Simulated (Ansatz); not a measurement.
MnO3F, relaxed as a singlet with RKS B3LYP-D4/def2-SVP in Ansatz, starting from the GFN2-xTB geometry. Force threshold 0.02 eV/Å.

The restricted singlet is unstable towards broken spin symmetry in Hartree–Fock (as tested in another run); at B3LYP-D4/def2-SVP this wasn't settled.

Start:

```xyz
5

Mn   -0.003   -0.006   -0.028
O     0.264    1.211   -0.806
O     0.945   -1.060   -0.415
O    -1.378   -0.461   -0.277
F     0.171    0.317    1.526
```

Question: Estimate the energy that the relaxation releases and the steps that it takes.

Answer: 20.1 kcal/mol, in 4 steps; 7.5 s on 4 threads of Arm Neoverse V1 on a shared host. No frequencies were taken in this run, so the end may be a saddle point.

Question: Does the start keep its bonding and symmetry?

Answer: By distances, no bond broke or formed. The bond that changes most is Mn1–F5, from 1.60 to 1.70 Å (atoms count from 1). Point group C3v at the start, C3v at the end, both within 0.05 Å.

Question: Predict the relaxed structure.

Answer: 
Cartesian coordinates in Å:
```
Mn -0.0051 -0.0094 -0.0455
O 0.2802 1.2821 -0.8476
O 1.0004 -1.1194 -0.4324
O -1.4566 -0.4865 -0.2871
F 0.1812 0.3332 1.6126
```
Bond lengths: 3 × Mn–O 1.55 Å; 1 × F–Mn 1.70 Å.
